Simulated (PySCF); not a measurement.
UHF on Al²⁺ (aluminium, charge +2)

Configuration: [Ne] 3s1, 2S determinant. Computed with PySCF 2.14 in x2c-SVPall, with scalar relativity by spin-free X2C-1e.

```
Total energy                        : -241.371606 hartree
One-electron energy                 : -327.7565 hartree
Hartree (Coulomb) energy            : 104.1143 hartree
Exchange energy                     : -17.7295 hartree
⟨S²⟩                                : 0.7500
⟨L²⟩                                : 0.000
Sum of ⟨r⟩                          : 7.348 bohr
Sum of ⟨r²⟩                         : 9.563 bohr²
Langevin diamagnetic susceptibility : -7.57 ×10⁻⁶ cm³/mol
Time after the integrals            : 0.04 s of wall time on 1 thread of Neoverse-V1 (shared host)
```

| shell | electrons | mean orbital energy (hartree) | rms radius, mean of both spins (bohr) |
| --- | --- | --- | --- |
| 1s α | 1 | -59.38337 | 0.139 |
| 1s β | 1 | -59.37166 | 0.139 |
| 2s α | 1 | -5.69176 | 0.676 |
| 2s β | 1 | -5.66592 | 0.676 |
| 2p α | 3 | -3.97953 | 0.672 |
| 2p β | 3 | -3.96980 | 0.672 |
| 3s α | 1 | -1.02604 | 2.43 |

Densities and radii are taken from the X2C orbitals without a picture-change correction, which distorts them close to the nucleus.
